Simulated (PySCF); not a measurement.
**Exercise with solution: dipole moment from atomic charges**

AlClFH₂N, SMILES [NH2][Al]([F])[Cl]. Atoms are numbered in the order given.

```xyz
6

Al    -0.0684     0.4033     0.0000
F     -1.5949     1.0557     0.0000
Cl     0.1362    -1.6790     0.0000
N      1.3337     1.4563     0.0000
H      2.2960     1.1338     0.0000
H      1.2959     2.4707     0.0000
```
Charge 0, spin multiplicity 1.

Coordinates come from a B3LYP-D3(BJ)/def2-SVP optimisation. One conformer was computed; it need not be the lowest.

Charges (e) from PBE0/def2-TZVPD run with PySCF:

| atom | ESP fit | IAO |
|---|---|---|
| Al1 | 1.110 | 1.288 |
| F2 | -0.429 | -0.578 |
| Cl3 | -0.313 | -0.364 |
| N4 | -1.196 | -0.915 |
| H5 | 0.391 | 0.285 |
| H6 | 0.437 | 0.284 |

The dipole moment of the full density is 2.49 D.

What dipole moment does each set of point charges give, and which comes closer to that of the density?


μ = Σ q r, and 1 e Å = 4.8032 D.
ESP fit: Σ q r = (0.435, 0.302, 0.000) e Å, |μ| = 2.54 D.
IAO: Σ q r = (0.586, 0.213, 0.000) e Å, |μ| = 3.00 D.
ESP fit comes closer in size. Point charges leave out the atoms' own dipoles (lone pairs, polarised bonds); fits to the potential absorb them, partitions of the density don't.
